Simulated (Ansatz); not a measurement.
A nudged elastic band was laid between two geometries of GaH$_{4}$NO (7 atoms, charge 0, multiplicity 1).

Theory: Ansatz, RKS PBE-D4/def2-SVP.

```json
{
 "movable images": "6",
 "climbing image": "no",
 "spring": "5.0 eV/Å²",
 "optimiser": "quadratic models (default)",
 "start path": "through a guess of the saddle point",
 "force threshold": "0.05 eV/Å",
 "iteration limit": "60",
 "end points": "relaxed"
}
```

First end point:

```xyz
7
Properties=species:S:1:pos:R:3
Ga 0.114 -0.285 0.300
H 0.033 -0.739 1.796
O 1.659 0.028 -0.588
H 2.438 -0.121 -0.024
N -1.331 -0.003 -0.761
H -2.300 -0.122 -0.470
H -1.251 0.291 -1.735
```

Last end point:

```xyz
7
Properties=species:S:1:pos:R:3
Ga -0.326 1.255 0.650
H 1.450 -0.967 1.036
O 1.336 -0.317 0.316
H 0.521 -0.626 -0.261
N -0.906 -0.062 -0.790
H -1.829 -0.503 -0.666
H -0.884 0.268 -1.767
```

(1) What changes between the two ends?

(2) Give the energies along the band, and the barrier.

(3) What is the geometry of the highest image?

Results:

(1) Bonds broken: Ga1–H2, Ga1–O3. Bonds formed: H2–O3.

(2) The run converged. The highest image is number 2 of 0 to 7, 156.2 kJ/mol above the first end and 111.7 kJ/mol above the last; the last end lies 44.5 kJ/mol above the first. Neighbouring images differ by up to 1.3 eV, so the band resolves the path poorly. No image climbed, so the highest image needn't sit at the top of the path. The orbitals stay closed-shell, which can raise the energy where a bond breaks towards radicals; this wasn't checked here.

```csv
image,path coordinate (Å),energy (kJ/mol),Ga1–H2 (Å),Ga1–O3 (Å),H2–O3 (Å)
0,0.00,0.0,1.57,1.81,2.99
1,0.76,26.8,1.56,1.81,2.72
2,1.53,156.2,1.56,1.88,1.96
3,2.29,129.5,1.82,2.15,1.12
4,3.06,59.8,2.58,2.44,0.98
5,3.82,54.8,2.80,2.43,0.98
6,4.58,47.0,2.85,2.41,0.98
7,5.35,44.5,2.87,2.31,0.98
```

(3) 
```xyz
7
Properties=species:S:1:pos:R:3
Ga -0.187 -0.194 0.533
H 0.849 -0.401 1.681
O 1.547 0.292 -0.018
H 2.006 -0.522 -0.300
N -1.384 -0.191 -0.855
H -2.404 -0.263 -0.837
H -1.064 0.325 -1.685
```

Time of the run: 3 min on 1 thread of Arm Neoverse V1, on a shared host, peak memory 0.13 GiB.
